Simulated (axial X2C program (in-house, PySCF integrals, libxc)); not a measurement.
## Nuclear properties of CuP

Calculated with an axial X2C code built on PySCF integrals: two-component X2C with atomic mean-field Coulomb and Gaunt terms, Gaussian nuclei, basis Cu dyall-cv3z, P dyall-v3z with contracted cores.

R = 2.123 Å (near the PBE0 minimum at charge 0 of the determinant lowest at the starting distance; the state shown can have its own minimum elsewhere).

Input and command:
```json
{"zs": [29, 15], "q": 0, "bas": ["dyall-cv3z", "dyall-v3z"], "r0": 2.17, "levels": ["PBE0", "HF", "r2SCAN", "PBE", "BHandHLYP"], "nst": 3}
```
```bash
python soeom.py task.json out
```

Keys: zs atomic numbers; q charge; bas basis sets; r0 starting distance in Å; levels methods; nst determinants followed.

Determinant lowest in the PBE0 search, Ω = 1 (⟨Sz⟩ = 1.00, ⟨Lz⟩ = 0.00 at PBE0), spin on the atoms Cu 0.03, P 0.97:

```
    level  Eeff magnitude (GV/cm)  Ws magnitude Cu (kHz)  Ws magnitude P (kHz)  A∥/gI Cu (MHz)  qzz Cu (a.u.)  A∥/gI P (MHz)  qzz P (a.u.)  μ (D)
     PBE0                   0.131                 0.0285               0.00643            -191           0.52           -165         -0.87  -2.96
       HF                 0.00614                 0.0161                0.0112            -236          -0.45           -127         -1.41  -4.67
   r2SCAN                  0.0938                 0.0114                0.0104            -146           0.72           -107         -0.66  -2.72
      PBE                   0.167                 0.0385               0.00467            -152           0.96           -168         -0.56  -2.33
BHandHLYP                   0.109                 0.0218               0.00605            -177           0.22           -135         -1.03  -3.32
```

Determinant 0.87 eV from it at PBE0 and this distance, Ω = 0 (closed shell), highest spinor 82% P p, 10% Cu p, 9% Cu d:

```tsv
level	qzz Cu (a.u.)	qzz P (a.u.)	μ (D)
PBE0	0.65	-0.94	-3.07
HF	-0.42	-1.69	-4.71
r2SCAN	0.94	-0.66	-2.86
PBE	1.12	-0.55	-2.47
BHandHLYP	0.27	-1.23	-3.40
```

Eeff is the effective electric field on the electron electric dipole moment in this Ω state and Ws the scalar–pseudoscalar constant of the nucleus named (defined with the proton number Z and per Ω); A∥ (defined per Ω) follows by multiplying with gI = μI/(I μN); qzz is the electric field gradient, eQq0 = 234.96 MHz × Q/barn × qzz; μ is positive if the P end (last atom) is positive. The operators were transformed with the bare-nucleus X2C matrices; with these basis sets, hyperfine constants and field gradients can be off by tens of per cent, and where levels differ in sign neither size nor sign is settled.

Problem. With gI(63Cu) = 1.4824, gI(31P) = 2.2632 (g factors from the IAEA table of nuclear moments by Stone), turn the PBE0 values of the first state into constants in MHz.

Solution. A∥(63Cu) = -191 × 1.4824 = -283 MHz; A∥(31P) = -165 × 2.2632 = -373 MHz.

Each state is one determinant with collinear spin, which with several unpaired electrons need not be a pure state. Unrestricted Hartree–Fock can overshoot spin polarisation at the nuclei. In the state Ω = 1 the sign of Eeff differs between levels (HF against PBE0). A closed determinant beside an open π² or δ² triplet, such as (π1/2)², mixes with its partner pair into the 0⁺ component of the triplet and ¹Σ⁺, so its energy is not that of a level, and 0⁺ can lie lowest. With several open shells hyperfine constants can be off by a factor of several. Where Eeff spreads by more than a factor of two the levels disagree and none is to be relied on. Open-shell Ω = 0 determinants with evenly filled partner blocks cannot be reached by this program, so the Ω shown need not be the lowest component. The search compared states at one distance, so a state with another bond length can lie lower. The sign of Ws at Cu differs between levels in the first state. Further determinants of the search, some of them spin-mixed, are not shown. Where a field gradient or hyperfine factor spreads by more than a factor of two over the levels, a constant derived from it is not to be relied on. PBE0 term energies can be off by some tenths of an eV.
